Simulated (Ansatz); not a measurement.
Reaction (ligand exchange at the Si–C bond): `C[SiH2][CH2][GaH][SiH3]` + HCl → `C[SiH2]Cl` + `[CH3][GaH][SiH3]`

Computed with Ansatz on PBE0-D4/def2-TZVP structures; ΔE is electronic, products minus reactants. CCSD(T)/CBS adds triple-zeta CCSD(T) − MP2 to the extrapolated MP2 energy (def2 sets, frozen cores). This one scheme is used for every species. Functionals use def2-TZVPP. For Ga outer-core shells are correlated without core-valence functions, which leaves a few kJ/mol of doubt a bond. Scalar relativity is left out up to krypton. Each species was taken in one conformer, which may not be the lowest.

`C[SiH2][CH2][GaH][SiH3]`:

Z-matrix (Å, degrees):
```
C
Si 1 1.873
H 1 1.092 2 110.7
H 1 1.094 2 111.7 3 120.0
H 1 1.093 2 110.9 3 -119.8
C 2 1.870 1 111.3 3 176.2
H 2 1.492 1 109.2 3 53.8
H 2 1.493 1 109.1 3 -62.9
Ga 6 1.968 2 112.5 1 61.9
H 6 1.095 2 107.5 1 -58.3
H 6 1.094 2 109.2 1 -176.0
Si 9 2.417 6 119.9 2 -77.3
H 9 1.575 6 119.1 2 99.8
H 12 1.490 9 112.9 6 -141.6
H 12 1.493 9 109.2 6 99.3
H 12 1.490 9 112.3 6 -19.3
```

HCl:

Z-matrix (Å, degrees):
```
Cl
H 1 1.279
```

`C[SiH2]Cl`:

Z-matrix (Å, degrees):
```
C
Si 1 1.857
H 1 1.092 2 110.8
H 1 1.094 2 110.0 3 119.8
H 1 1.092 2 110.8 3 -120.4
Cl 2 2.062 1 109.6 3 60.1
H 2 1.483 1 111.6 3 178.7
H 2 1.483 1 111.5 3 -58.5
```

`[CH3][GaH][SiH3]`:

Z-matrix (Å, degrees):
```
C
Ga 1 1.971
H 1 1.094 2 109.2
H 1 1.090 2 113.1 3 120.9
H 1 1.093 2 110.1 3 -116.9
Si 2 2.419 1 120.8 3 -114.8
H 2 1.578 1 118.1 3 64.8
H 6 1.492 2 110.2 1 -59.4
H 6 1.492 2 110.2 1 58.1
H 6 1.489 2 114.2 1 179.3
```

Is it downhill or uphill in electronic energy at CCSD(T)/CBS, and by how much? (Best estimate.)

The calculation gave: Downhill: ΔE = -85.7 kJ/mol.

What do these levels give: LDA (SPW92), revPBE-D4, r2SCANh-D4, HF/def2-SVP, MP2/def2-TZVPP, CCSD/CBS(def2)? (Best estimate.)

The calculation gave: LDA (SPW92) -82.0, revPBE-D4 -81.8, r2SCANh-D4 -91.3, HF/def2-SVP -106.9, MP2/def2-TZVPP -85.8, CCSD/CBS(def2) -89.0 kJ/mol.

Largest T1 diagnostic among the species: 0.012.

The D4 term adds +13.4 kJ/mol with B3LYP and +8.1 kJ/mol with PBE0; it sums over pairs of atoms, weighted by their polarisabilities, and B3LYP, whose exchange is more repulsive, gets the larger term. At CCSD(T), def2-SVP lies +4.0 kJ/mol from the extrapolated value and def2-TZVPP +2.8 kJ/mol.

B3LYP here is the variant with VWN-RPA as its local correlation; programs differ in this.
